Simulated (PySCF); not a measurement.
# Electronic structure of Tl (thallium, neutral) at the M06-2X level

Configuration: [Xe] 4f14 5d10 6s2 7s1, 2S determinant (an excited configuration). Calculation: PySCF 2.14, in aug-cc-pwCVTZ-DK3 with one added diffuse shell each of s, d, f type (12s10p9d6f1g, 138 functions); scalar relativity by spin-free X2C-1e.

```json
{
  "Total energy": "-20249.81 hartree",
  "One-electron energy": "-27712.71 hartree",
  "Hartree (Coulomb) energy": "7852.15 hartree",
  "Exchange-correlation energy": "-389.25 hartree",
  "⟨S²⟩": "0.7524",
  "⟨L²⟩": "0.000",
  "Sum of ⟨r⟩": "51.24 bohr",
  "Sum of ⟨r²⟩": "107.1 bohr²",
  "Langevin diamagnetic susceptibility": "-84.8 ×10⁻⁶ cm³/mol",
  "Time after the integrals": "of the order of 19 core-seconds"
}
```

```json
{"shell": "1s α", "electrons": "1", "mean orbital energy (eV)": "-85623.2", "rms radius, mean of both spins (bohr)": "0.0184"}
{"shell": "1s β", "electrons": "1", "mean orbital energy (eV)": "-85623.2", "rms radius, mean of both spins (bohr)": "0.0184"}
{"shell": "2s α", "electrons": "1", "mean orbital energy (eV)": "-15314.5", "rms radius, mean of both spins (bohr)": "0.0743"}
{"shell": "2s β", "electrons": "1", "mean orbital energy (eV)": "-15314.5", "rms radius, mean of both spins (bohr)": "0.0743"}
{"shell": "2p α", "electrons": "3", "mean orbital energy (eV)": "-13250.5", "rms radius, mean of both spins (bohr)": "0.0683"}
{"shell": "2p β", "electrons": "3", "mean orbital energy (eV)": "-13250.5", "rms radius, mean of both spins (bohr)": "0.0683"}
{"shell": "3s α", "electrons": "1", "mean orbital energy (eV)": "-3689.7", "rms radius, mean of both spins (bohr)": "0.190"}
{"shell": "3s β", "electrons": "1", "mean orbital energy (eV)": "-3689.7", "rms radius, mean of both spins (bohr)": "0.190"}
{"shell": "3p α", "electrons": "3", "mean orbital energy (eV)": "-3089.6", "rms radius, mean of both spins (bohr)": "0.192"}
{"shell": "3p β", "electrons": "3", "mean orbital energy (eV)": "-3089.6", "rms radius, mean of both spins (bohr)": "0.192"}
{"shell": "3d α", "electrons": "5", "mean orbital energy (eV)": "-2433.8", "rms radius, mean of both spins (bohr)": "0.176"}
{"shell": "3d β", "electrons": "5", "mean orbital energy (eV)": "-2433.8", "rms radius, mean of both spins (bohr)": "0.176"}
{"shell": "4s α", "electrons": "1", "mean orbital energy (eV)": "-841.13", "rms radius, mean of both spins (bohr)": "0.417"}
{"shell": "4s β", "electrons": "1", "mean orbital energy (eV)": "-841.11", "rms radius, mean of both spins (bohr)": "0.417"}
{"shell": "4p α", "electrons": "3", "mean orbital energy (eV)": "-641.94", "rms radius, mean of both spins (bohr)": "0.445"}
{"shell": "4p β", "electrons": "3", "mean orbital energy (eV)": "-641.93", "rms radius, mean of both spins (bohr)": "0.445"}
{"shell": "4d α", "electrons": "5", "mean orbital energy (eV)": "-398.98", "rms radius, mean of both spins (bohr)": "0.473"}
{"shell": "4d β", "electrons": "5", "mean orbital energy (eV)": "-398.97", "rms radius, mean of both spins (bohr)": "0.473"}
{"shell": "5s α", "electrons": "1", "mean orbital energy (eV)": "-145.72", "rms radius, mean of both spins (bohr)": "0.931"}
{"shell": "5s β", "electrons": "1", "mean orbital energy (eV)": "-145.67", "rms radius, mean of both spins (bohr)": "0.931"}
{"shell": "4f α", "electrons": "7", "mean orbital energy (eV)": "-131.15", "rms radius, mean of both spins (bohr)": "0.511"}
{"shell": "4f β", "electrons": "7", "mean orbital energy (eV)": "-131.15", "rms radius, mean of both spins (bohr)": "0.511"}
{"shell": "5p α", "electrons": "3", "mean orbital energy (eV)": "-88.504", "rms radius, mean of both spins (bohr)": "1.07"}
{"shell": "5p β", "electrons": "3", "mean orbital energy (eV)": "-88.473", "rms radius, mean of both spins (bohr)": "1.07"}
{"shell": "5d α", "electrons": "5", "mean orbital energy (eV)": "-22.636", "rms radius, mean of both spins (bohr)": "1.48"}
{"shell": "5d β", "electrons": "5", "mean orbital energy (eV)": "-22.571", "rms radius, mean of both spins (bohr)": "1.48"}
{"shell": "6s β", "electrons": "1", "mean orbital energy (eV)": "-13.784", "rms radius, mean of both spins (bohr)": "2.59"}
{"shell": "6s α", "electrons": "1", "mean orbital energy (eV)": "-13.694", "rms radius, mean of both spins (bohr)": "2.59"}
{"shell": "7s α", "electrons": "1", "mean orbital energy (eV)": "-2.456", "rms radius, mean of both spins (bohr)": "7.41"}
```

Spin-orbit coupling, which splits the p, d and f shells strongly at this Z, is absent. The outer electron is Rydberg-like, and this basis confines it to a smaller radius and binds it less than a complete one would.

Densities and radii are taken from the X2C orbitals without a picture-change correction, which distorts them close to the nucleus.
